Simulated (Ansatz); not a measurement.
A structure relaxed at PBE0-D4/def2-SVPD in Ansatz, charge -1, doublet:

```xyz
4

Mo    0.001   -0.608   -1.041
S     0.764   -2.630   -1.109
S    -0.393    1.139    0.201
S    -0.371    2.099    1.949
```

Problem. Give its formula and point group.

Solution. MoS3⁻. Point group Cs (tolerance 0.1 Å).

Problem. Summarise the bond lengths by kind (pairs closer than 1.2 times the sum of covalent radii, bridged metal pairs left out).

Solution. 2 × Mo–S 2.16 to 2.18 Å; 1 × S–S 1.99 Å. The metal has 2 neighbours: S 2.16 Å, S 2.18 Å.

In the def2 sets Mo takes a core potential; there is no spin–orbit coupling. The charge -1 doublet is spin-contaminated (final ⟨S²⟩ up to 1.76, 0.75 for a pure state). The relaxation made no stability test and no search for a lower SCF solution. No other spin state of charge -1 was run. Another isomer (doublet) lies 3.43 eV lower at PBE0-D4/def2-TZVPD; other spin states weren't run for this one.
